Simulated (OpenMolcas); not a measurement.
## What dynamic correlation does to the levels of Bi

```json
{
  "Program": "OpenMolcas 26.06",
  "Basis": "ANO-RCC-VQZP [9s8p6d4f3g]",
  "Scalar Hamiltonian": "DKH2, point nucleus",
  "Active space": "3 electrons in 9 orbitals (RAS2 6p; RAS3 6d 7s, at most 1 electron)",
  "State averaging": "2S+1 = 4 odd, 1 root; 2S+1 = 2 odd, 8 roots; 2S+1 = 4 even, 3 roots; 2S+1 = 2 even, 8 roots",
  "Spin-orbit coupling": "RASSI with atomic mean-field integrals over the reference wave functions, term energies averaged over their components"
}
```

Methods on the same reference wave functions:
A. RASSCF
B. SS-RASPT2, IPEA 0.25 Eh, imaginary shift 0.1 Eh (closed shells correlated: 5d 6s)

Energies in eV above 6s² 6p³ ⁴S°_3/2, the measured ground level; measured values from NIST Handbook of Basic Atomic Spectroscopic Data.

| Level | A | B | Measured |
| --- | --- | --- | --- |
| 6s² 6p³ ⁴S°_3/2 [71 %] | 0.0000 | 0.0000 | 0.0000 |
| 6s² 6p³ ²D°_3/2 [68 %] | 1.5131 | 1.313 | 1.4158 |
| 6s² 6p³ ²D°_5/2 | 2.0455 | 1.777 | 1.9140 |
| 6s² 6p³ ²P°_1/2 | 3.0629 | 2.843 | 2.6856 |
| 6s² 6p³ ²P°_3/2 [70 %] | 4.0841 | 3.873 | 4.1119 |
| 6s² 6p² 7s ⁴P_1/2 | 5.1805 | 5.088 |  |
| 6s² 6p² 7s ⁴P_3/2 | 5.7155 | 5.628 |  |
| 6s² 6p² 7s ²P_1/2 | 6.1289 | 5.887 | 5.6928 |
| 6s² 6p² 7s ⁴P_5/2 [59 %] | 6.2745 | 6.072 | 6.0120 |

Deviations, from unrounded energies. A percentage is the sum of absolute deviations over the sum of measured energies, with the sign that they share, or ± where signs differ.

```json
{"Against measurement": "mean absolute deviation (cm-1)", "Levels": "6", "A": "1800", "B": "1200"}
{"Against measurement": "other terms of the ground configuration (%)", "Levels": "4", "A": "±6.3", "B": "±6.3"}
{"Against measurement": "other configurations (%)", "Levels": "2", "A": "+6.0", "B": "+2.2"}
```

B lies closest to measurement on these levels. The largest miss of B in the table is 6s² 6p³ ²P°_3/2 [70 %], by -1900 cm-1. The ranking rests on the paired levels alone, and a cruder setting can come out closer through cancelling errors.

From A to B the spin-free energies of the other terms of 6s² 6p³ shown, above ⁴S°, scale by factors of 0.78 to 0.88.

The lowest spin-free term lies below A's lowest term by 0.499 hartree in B.

Term energies are means over components that CASPT2 splits; among the terms shown or strongly mixed into the levels shown the widest spread is 89 cm-1 (6s² 6p³ ²D°, B). ANO sets are built for valence states and can reach diffuse excited orbitals poorly, and with the s shell closed the s pⁿ⁺¹ terms that mix with these levels are absent. Spin-orbit splittings of 6p shells tend to come out small when the coupling is added on scalar orbitals. With the s shell closed, the reference lacks s² → p² mixing. No level of 6s² 6p² 6d was computed, though it lies in the active space. Some levels mix across a computed gap that differs much from the measured one, so their mixing is not that of the real levels (holds for A). Computed and measured levels are paired by configuration, term and J; levels that our copy of the source lacks, or whose pairing is in doubt (as where it misses far off the trend of its configuration), stay unpaired and out of the deviations. Where the source uses jj or jK labels, the order within each J decides. Only configurations of the active space appear. Levels that lie high or do not pair safely by name in every column are left out.

A share in square brackets marks a mixed level and gives the weight of the term that names it, the lowest over the columns. ° marks odd parity.
